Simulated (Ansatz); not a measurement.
Basis sets compared for AsAsAsAs tetrahedron (As4). Total charge 0; singlet. Geometry PBE-D4/def2-SVP. Ansatz on 4 threads of Arm Neoverse V2 on a shared host; times are rough, and most runs start from earlier orbitals.

```xyz
4

As   -1.153   -0.481    0.844
As    1.209    0.216    0.876
As    0.319   -1.034   -1.051
As   -0.374    1.299   -0.670
```

Binding counts from free atoms (As quartet) in the same basis, without a counterpoise term.

| level | functions | energy (Eh) | HOMO (eV) | LUMO (eV) | binding per atom (eV) | wall time |
| --- | --- | --- | --- | --- | --- | --- |
| PBE-D4/def2-SVP | 128 | -8941.2007 | -5.99 | -1.78 | 2.87 | 1.4 s |
| PBE-D4/def2-TZVP | 192 | -8942.3090 | -6.00 | -1.84 | 2.91 | 2.5 s |
| r2SCAN-D4/def2-TZVP (with forces) | 192 | -8943.5942 | -6.30 | -1.82 | 2.70 | 7 s |
| PBE0-D4/def2-SVP | 128 | -8941.4421 | -6.97 | -1.11 | 2.62 | 2.7 s |
| PBE0-D4/def2-TZVP | 192 | -8942.5503 | -6.94 | -1.15 | 2.68 | 5.5 s |

Q: Estimate the rows for PBE-D4/def2-TZVPD, r2SCAN-D4/def2-TZVPD, PBE0-D4/def2-TZVPD.

A: 
| level | functions | energy (Eh) | HOMO (eV) | LUMO (eV) | binding per atom (eV) | wall time |
| --- | --- | --- | --- | --- | --- | --- |
| PBE-D4/def2-TZVPD | 216 | -8942.3105 | -6.04 | -1.90 | 2.92 | 3.4 s |
| r2SCAN-D4/def2-TZVPD | 216 | -8943.5954 | -6.31 | -1.84 | 2.70 | 7.5 s |
| PBE0-D4/def2-TZVPD | 216 | -8942.5515 | -6.97 | -1.20 | 2.68 | 7.5 s |
